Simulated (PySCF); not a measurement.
Potential energy curve for AgH, singlet.

Methods: UHF/def2-TZVP, def2 effective core potentials past Kr (PySCF); RHF/def2-TZVP, def2 effective core potentials past Kr (PySCF); UKS-PBE = unrestricted PBE/def2-TZVP, def2 effective core potentials past Kr (PySCF); RKS-PBE = restricted PBE/def2-TZVP, def2 effective core potentials past Kr run with PySCF; UKS-BHandHLYP = unrestricted BHandHLYP/def2-TZVP, def2 effective core potentials past Kr run with PySCF; RKS-BHandHLYP = restricted BHandHLYP/def2-TZVP, def2 effective core potentials past Kr run with PySCF; UKS-TPSSh = PySCF 2.14.0 with unrestricted TPSSh/def2-TZVP, def2 effective core potentials past Kr; RKS-TPSSh = restricted TPSSh/def2-TZVP, def2 effective core potentials past Kr (PySCF 2.14.0).

Scanned distances (Å): 1.28, 1.39, 1.44, 1.53, 1.58, 1.62, 1.66, 1.71, 1.78, 1.87, 2.03, 2.18, 2.43, 2.69, 2.92, 3.25, 3.52, 3.92, 4.34, 4.85, 5.64, 6.43.

### Question
Where does the unrestricted solution first break spin symmetry (<S²> of 0.01 or more)?

### Answer
UHF: between 2.03 and 2.18 Å; UKS-PBE: between 2.43 and 2.69 Å; UKS-BHandHLYP: between 2.18 and 2.43 Å; UKS-TPSSh: between 2.18 and 2.43 Å.

```json
[
 {"R / Å": "1.28", "<S²> UHF": "0.00", "E(RHF) − E(UHF) / eV": "0.000", "<S²> UKS-PBE": "0.00", "E(RKS-PBE) − E(UKS-PBE) / eV": "0.000", "<S²> UKS-BHandHLYP": "0.00", "E(RKS-BHandHLYP) − E(UKS-BHandHLYP) / eV": "0.000", "<S²> UKS-TPSSh": "0.00", "E(RKS-TPSSh) − E(UKS-TPSSh) / eV": "0.000"},
 {"R / Å": "1.39", "<S²> UHF": "0.00", "E(RHF) − E(UHF) / eV": "0.000", "<S²> UKS-PBE": "0.00", "E(RKS-PBE) − E(UKS-PBE) / eV": "0.000", "<S²> UKS-BHandHLYP": "0.00", "E(RKS-BHandHLYP) − E(UKS-BHandHLYP) / eV": "0.000", "<S²> UKS-TPSSh": "0.00", "E(RKS-TPSSh) − E(UKS-TPSSh) / eV": "0.000"},
 {"R / Å": "1.44", "<S²> UHF": "0.00", "E(RHF) − E(UHF) / eV": "0.000", "<S²> UKS-PBE": "0.00", "E(RKS-PBE) − E(UKS-PBE) / eV": "0.000", "<S²> UKS-BHandHLYP": "0.00", "E(RKS-BHandHLYP) − E(UKS-BHandHLYP) / eV": "0.000", "<S²> UKS-TPSSh": "0.00", "E(RKS-TPSSh) − E(UKS-TPSSh) / eV": "0.000"},
 {"R / Å": "1.53", "<S²> UHF": "0.00", "E(RHF) − E(UHF) / eV": "0.000", "<S²> UKS-PBE": "0.00", "E(RKS-PBE) − E(UKS-PBE) / eV": "0.000", "<S²> UKS-BHandHLYP": "0.00", "E(RKS-BHandHLYP) − E(UKS-BHandHLYP) / eV": "0.000", "<S²> UKS-TPSSh": "0.00", "E(RKS-TPSSh) − E(UKS-TPSSh) / eV": "0.000"},
 {"R / Å": "1.58", "<S²> UHF": "0.00", "E(RHF) − E(UHF) / eV": "0.000", "<S²> UKS-PBE": "0.00", "E(RKS-PBE) − E(UKS-PBE) / eV": "0.000", "<S²> UKS-BHandHLYP": "0.00", "E(RKS-BHandHLYP) − E(UKS-BHandHLYP) / eV": "0.000", "<S²> UKS-TPSSh": "0.00", "E(RKS-TPSSh) − E(UKS-TPSSh) / eV": "0.000"},
 {"R / Å": "1.62", "<S²> UHF": "0.00", "E(RHF) − E(UHF) / eV": "0.000", "<S²> UKS-PBE": "0.00", "E(RKS-PBE) − E(UKS-PBE) / eV": "0.000", "<S²> UKS-BHandHLYP": "0.00", "E(RKS-BHandHLYP) − E(UKS-BHandHLYP) / eV": "0.000", "<S²> UKS-TPSSh": "0.00", "E(RKS-TPSSh) − E(UKS-TPSSh) / eV": "0.000"},
 {"R / Å": "1.66", "<S²> UHF": "0.00", "E(RHF) − E(UHF) / eV": "0.000", "<S²> UKS-PBE": "0.00", "E(RKS-PBE) − E(UKS-PBE) / eV": "0.000", "<S²> UKS-BHandHLYP": "0.00", "E(RKS-BHandHLYP) − E(UKS-BHandHLYP) / eV": "0.000", "<S²> UKS-TPSSh": "0.00", "E(RKS-TPSSh) − E(UKS-TPSSh) / eV": "0.000"},
 {"R / Å": "1.71", "<S²> UHF": "0.00", "E(RHF) − E(UHF) / eV": "0.000", "<S²> UKS-PBE": "0.00", "E(RKS-PBE) − E(UKS-PBE) / eV": "0.000", "<S²> UKS-BHandHLYP": "0.00", "E(RKS-BHandHLYP) − E(UKS-BHandHLYP) / eV": "0.000", "<S²> UKS-TPSSh": "0.00", "E(RKS-TPSSh) − E(UKS-TPSSh) / eV": "0.000"},
 {"R / Å": "1.78", "<S²> UHF": "0.00", "E(RHF) − E(UHF) / eV": "0.000", "<S²> UKS-PBE": "0.00", "E(RKS-PBE) − E(UKS-PBE) / eV": "0.000", "<S²> UKS-BHandHLYP": "0.00", "E(RKS-BHandHLYP) − E(UKS-BHandHLYP) / eV": "0.000", "<S²> UKS-TPSSh": "0.00", "E(RKS-TPSSh) − E(UKS-TPSSh) / eV": "0.000"},
 {"R / Å": "1.87", "<S²> UHF": "0.00", "E(RHF) − E(UHF) / eV": "0.000", "<S²> UKS-PBE": "0.00", "E(RKS-PBE) − E(UKS-PBE) / eV": "0.000", "<S²> UKS-BHandHLYP": "0.00", "E(RKS-BHandHLYP) − E(UKS-BHandHLYP) / eV": "0.000", "<S²> UKS-TPSSh": "0.00", "E(RKS-TPSSh) − E(UKS-TPSSh) / eV": "0.000"},
 {"R / Å": "2.03", "<S²> UHF": "0.00", "E(RHF) − E(UHF) / eV": "0.000", "<S²> UKS-PBE": "0.00", "E(RKS-PBE) − E(UKS-PBE) / eV": "0.000", "<S²> UKS-BHandHLYP": "0.00", "E(RKS-BHandHLYP) − E(UKS-BHandHLYP) / eV": "0.000", "<S²> UKS-TPSSh": "0.00", "E(RKS-TPSSh) − E(UKS-TPSSh) / eV": "0.000"},
 {"R / Å": "2.18", "<S²> UHF": "0.30", "E(RHF) − E(UHF) / eV": "0.043", "<S²> UKS-PBE": "0.00", "E(RKS-PBE) − E(UKS-PBE) / eV": "0.000", "<S²> UKS-BHandHLYP": "0.00", "E(RKS-BHandHLYP) − E(UKS-BHandHLYP) / eV": "0.000", "<S²> UKS-TPSSh": "0.00", "E(RKS-TPSSh) − E(UKS-TPSSh) / eV": "0.000"},
 {"R / Å": "2.43", "<S²> UHF": "0.63", "E(RHF) − E(UHF) / eV": "0.280", "<S²> UKS-PBE": "0.00", "E(RKS-PBE) − E(UKS-PBE) / eV": "0.000", "<S²> UKS-BHandHLYP": "0.33", "E(RKS-BHandHLYP) − E(UKS-BHandHLYP) / eV": "0.065", "<S²> UKS-TPSSh": "0.18", "E(RKS-TPSSh) − E(UKS-TPSSh) / eV": "0.010"},
 {"R / Å": "2.69", "<S²> UHF": "0.80", "E(RHF) − E(UHF) / eV": "0.638", "<S²> UKS-PBE": "0.26", "E(RKS-PBE) − E(UKS-PBE) / eV": "0.017", "<S²> UKS-BHandHLYP": "0.58", "E(RKS-BHandHLYP) − E(UKS-BHandHLYP) / eV": "0.247", "<S²> UKS-TPSSh": "0.54", "E(RKS-TPSSh) − E(UKS-TPSSh) / eV": "0.140"},
 {"R / Å": "2.92", "<S²> UHF": "0.89", "E(RHF) − E(UHF) / eV": "0.982", "<S²> UKS-PBE": "0.56", "E(RKS-PBE) − E(UKS-PBE) / eV": "0.106", "<S²> UKS-BHandHLYP": "0.73", "E(RKS-BHandHLYP) − E(UKS-BHandHLYP) / eV": "0.458", "<S²> UKS-TPSSh": "0.68", "E(RKS-TPSSh) − E(UKS-TPSSh) / eV": "0.305"},
 {"R / Å": "3.25", "<S²> UHF": "0.95", "E(RHF) − E(UHF) / eV": "1.460", "<S²> UKS-PBE": "0.82", "E(RKS-PBE) − E(UKS-PBE) / eV": "0.297", "<S²> UKS-BHandHLYP": "0.86", "E(RKS-BHandHLYP) − E(UKS-BHandHLYP) / eV": "0.783", "<S²> UKS-TPSSh": "0.79", "E(RKS-TPSSh) − E(UKS-TPSSh) / eV": "0.547"},
 {"R / Å": "3.52", "<S²> UHF": "0.97", "E(RHF) − E(UHF) / eV": "1.818", "<S²> UKS-PBE": "0.93", "E(RKS-PBE) − E(UKS-PBE) / eV": "0.467", "<S²> UKS-BHandHLYP": "0.93", "E(RKS-BHandHLYP) − E(UKS-BHandHLYP) / eV": "1.038", "<S²> UKS-TPSSh": "0.85", "E(RKS-TPSSh) − E(UKS-TPSSh) / eV": "0.724"},
 {"R / Å": "3.92", "<S²> UHF": "0.99", "E(RHF) − E(UHF) / eV": "2.281", "<S²> UKS-PBE": "0.98", "E(RKS-PBE) − E(UKS-PBE) / eV": "0.686", "<S²> UKS-BHandHLYP": "0.97", "E(RKS-BHandHLYP) − E(UKS-BHandHLYP) / eV": "1.368", "<S²> UKS-TPSSh": "0.90", "E(RKS-TPSSh) − E(UKS-TPSSh) / eV": "0.938"},
 {"R / Å": "4.34", "<S²> UHF": "1.00", "E(RHF) − E(UHF) / eV": "2.683", "<S²> UKS-PBE": "1.00", "E(RKS-PBE) − E(UKS-PBE) / eV": "0.855", "<S²> UKS-BHandHLYP": "0.99", "E(RKS-BHandHLYP) − E(UKS-BHandHLYP) / eV": "1.646", "<S²> UKS-TPSSh": "0.93", "E(RKS-TPSSh) − E(UKS-TPSSh) / eV": "1.103"},
 {"R / Å": "4.85", "<S²> UHF": "1.00", "E(RHF) − E(UHF) / eV": "3.073", "<S²> UKS-PBE": "1.00", "E(RKS-PBE) − E(UKS-PBE) / eV": "0.988", "<S²> UKS-BHandHLYP": "1.00", "E(RKS-BHandHLYP) − E(UKS-BHandHLYP) / eV": "1.898", "<S²> UKS-TPSSh": "0.95", "E(RKS-TPSSh) − E(UKS-TPSSh) / eV": "1.237"},
 {"R / Å": "5.64", "<S²> UHF": "1.00", "E(RHF) − E(UHF) / eV": "3.510", "<S²> UKS-PBE": "1.00", "E(RKS-PBE) − E(UKS-PBE) / eV": "1.097", "<S²> UKS-BHandHLYP": "1.00", "E(RKS-BHandHLYP) − E(UKS-BHandHLYP) / eV": "2.153", "<S²> UKS-TPSSh": "1.00", "E(RKS-TPSSh) − E(UKS-TPSSh) / eV": "1.344"},
 {"R / Å": "6.43", "<S²> UHF": "1.00", "E(RHF) − E(UHF) / eV": "3.799", "<S²> UKS-PBE": "1.00", "E(RKS-PBE) − E(UKS-PBE) / eV": "1.145", "<S²> UKS-BHandHLYP": "1.00", "E(RKS-BHandHLYP) − E(UKS-BHandHLYP) / eV": "2.306", "<S²> UKS-TPSSh": "1.00", "E(RKS-TPSSh) − E(UKS-TPSSh) / eV": "1.414"}
]
```
